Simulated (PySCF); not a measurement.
All of these have the formula C6H13P. Theory: TDDFT B3LYP/def2-SVPD, vertical, gas phase, core orbitals frozen in the response in PySCF. Geometries: GFN2-xTB; one conformer of each isolated species. Triplets are in the Tamm–Dancoff approximation.

A. `C=CCP(C)CC`
B. `C=[P@@]1(C)CC[C@H]1C`
C. `CC=P1(CC)CC1`
D. `P(C)(=CC)(C)C=C`

Lowest singlet levels (six at most, fewer where fewer were computed) with oscillator strengths:

1. 3.09 eV (f 0.098); 4.05 eV (f 0.006); 4.33 eV (f 0.002); 4.90 eV (f 0.010); 5.02 eV (f 0.004); 5.33 eV (f 0.035); T1 2.30 eV
2. 5.43 eV (f 0.004); 6.11 eV (f 0.047); 6.19 eV (f 0.068); 6.37 eV (f 0.051); 6.79 eV (f 0.106); 6.85 eV (f 0.373); T1 4.41 eV
3. 4.40 eV (f 0.034); 4.53 eV (f 0.026); 5.21 eV (f 0.048); 5.45 eV (f 0.001); 5.55 eV (f 0.013); 5.86 eV (f 0.010); T1 4.08 eV
4. 3.97 eV (f 0.071); 4.02 eV (f 0.019); 4.95 eV (f 0.014); 5.02 eV (f 0.054); 5.15 eV (f 0.012); 5.29 eV (f 0.020); T1 3.09 eV

Question: Match each spectrum to its molecule.

Answer: 1 = D, 2 = A, 3 = B, 4 = C.
- A: S1 at 5.43 eV, HOMO→LUMO (99%); Löwdin shares by element: HOMO phosphorus 58%, carbon 29% or more; LUMO carbon 70% or more, hydrogen 6% or more (atoms not listed hold the other 24%); HOMO -6.33 and LUMO -0.05 eV.
- B: S1 at 4.40 eV, HOMO→LUMO (66%), HOMO→LUMO+1 (31%); Löwdin shares by element: HOMO carbon 61% or more, phosphorus 16%, hydrogen 7% or more (atoms not listed hold the other 15%); LUMO carbon 29% or more, hydrogen 18% or more (atoms not listed hold the other 53%); HOMO -5.08 and LUMO 0.14 eV.
- C: S1 at 3.97 eV, HOMO→LUMO (77%), HOMO→LUMO+1 (21%); Löwdin shares by element: HOMO carbon 67% or more, phosphorus 16% (atoms not listed hold the other 18%); LUMO carbon 43% or more, phosphorus 12% (atoms not listed hold the other 45%); HOMO -4.79 and LUMO -0.11 eV.
- D: S1 at 3.09 eV, HOMO→LUMO (98%); Löwdin shares by element: HOMO carbon 66% or more, phosphorus 15% (atoms not listed hold the other 20%); LUMO carbon 73% or more, phosphorus 6% (atoms not listed hold the other 21%); HOMO -4.51 and LUMO -0.88 eV.
